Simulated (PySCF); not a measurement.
NMR data simulated for an unnamed compound:

¹H NMR (300 MHz, computed): δ 5.15 (m, 1H), 4.91 (m, 1H), 2.49 (m, 1H), 2.30 (m, 1H), 2.23 (m, 1H), 1.81 (m, 1H), 1.48 (m, 1H), 1.28 (m, 3H).

¹³C{¹H} NMR (computed): δ 125.4 (C), 93.0 (CH), 41.9 (CH), 21.3 (CH3), 20.9 (CH2), 11.6 (CH2).

How the numbers were obtained: shielding tensors at PBE0/pcSseg-1 (GIAO), GFN2-xTB geometry, in PySCF (no solvent, relativity neglected, one conformer, fast rotation and ring inversion assumed for equivalent nuclei).

Scale: ¹H (σref 31.72), ¹³C (σref 186.93) vs TMS (reference shieldings calculated alike).

Q: Which of these does the molecule contain: a carboxylic acid, a vinyl group CH=CH2, an OH group, a Si–H bond, a nitrile?

A: 
- A carboxylic acid: no.
- A vinyl group CH=CH2: no.
- An OH group: no.
- A Si–H bond: yes (δH 5.15 (m)).
- A nitrile: yes (δC 125.4).

The data belong to `InChI=1S/C6H10FNSi/c1-5(7)6-2-3-9(6)4-8/h5-6,9H,2-3H2,1H3/t5-,6+,9+/m1/s1`; they needn't prove each group on their own.

Carbon signals by region: 1 in the sp2 and nitrile region (100–160 ppm), 1 at 50–100 ppm, 4 below 50 ppm.

Splittings by ¹⁹F in the carbon and heteronuclear signals aren't shown, as no couplings were computed. Shifts are as computed. Against solution values, carbons near 30 ppm lie about +3 ppm off and those near 130 ppm about +5 ppm. Of 1309 compounds with measured shifts, 239 miss one by over three times the rms of a fit or turn the order of signals round; such compounds aren't used in these exercises. Multiplicities follow the n + 1 count of equivalent neighbours, as no J values were calculated; m marks all less simple cases, F and P coupling included.
